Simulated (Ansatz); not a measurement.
Born–Oppenheimer molecular dynamics of FH7O2Si3 (13 atoms, charge 0, multiplicity 1). It starts from a relaxed structure.

These are results of RKS PBE-D4/def2-SVP in Ansatz 0.2.0, not measurements.

| Item | Value |
| --- | --- |
| ensemble | NVT, Langevin thermostat |
| time step | 2.5 fs |
| steps asked | 40 |
| set temperature | 1500 K |
| friction | 0.05 /fs |
| seed | 719679 |

First frame:

```xyz
13
Properties=species:S:1:pos:R:3
Si 0.099 -0.011 0.185
H 0.068 0.887 1.367
O 1.646 -0.151 -0.369
Si 2.615 -1.325 -1.094
H 1.906 -1.946 -2.266
H 3.865 -0.642 -1.560
H 2.961 -2.395 -0.097
F -0.833 0.644 -0.980
O -0.486 -1.518 0.525
Si -1.833 -2.516 0.645
H -2.188 -2.695 2.094
H -2.999 -1.915 -0.089
H -1.485 -3.848 0.046
```

Problem. How far do the bonds stretch over the last three quarters of this one trajectory? (Pairs bonded in most of those frames.)

Solution. 
```
    bond  mean (Å)  spread (Å)  shortest  longest
  Si1–H2     1.508       0.083      1.36     1.64
  Si1–O3     1.686       0.064      1.57     1.79
  Si1–F8     1.635       0.043      1.56     1.70
  Si1–O9     1.665       0.045      1.61     1.75
  O3–Si4     1.695       0.061      1.60     1.79
  Si4–H5     1.523       0.081      1.40     1.66
  Si4–H6     1.531       0.083      1.37     1.67
  Si4–H7     1.526       0.102      1.37     1.71
 O9–Si10     1.752       0.118      1.63     2.00
Si10–H11     1.536       0.101      1.33     1.70
Si10–H12     1.544       0.072      1.38     1.69
Si10–H13     1.511       0.059      1.42     1.63
```

Mean temperature of the second half: 1392 K. A step of 2.5 fs is long for free X–H stretches (periods near 10 fs) and can bias their spread and the temperature. A run of 0.1 ps of so small a system gives no equilibrium averages.

Time of the run: 74 s on 4 threads of Arm Neoverse V1 (shared host), peak memory 0.18 GiB.
